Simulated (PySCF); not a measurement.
Ag2, optimised at PBE0/def2-TZVP:

```xyz
2

Ag     0.0023    -0.9495     0.8707
Ag    -0.0023     0.9495    -0.8707
```

Method: PySCF energies (xtb for GFN2) plus ideal-gas RRHO corrections (1 bar). All species are closed-shell singlets. Ag: scalar-relativistic def2 core potential, no spin-orbit coupling.

Question: List the harmonic frequencies (cm⁻¹, unscaled) at this level and at the other levels, each on its own geometry.

Answer: 
- PBE0/def2-TZVP: 181
- GFN2-xTB: 183
- PBE/def2-SVP: 180
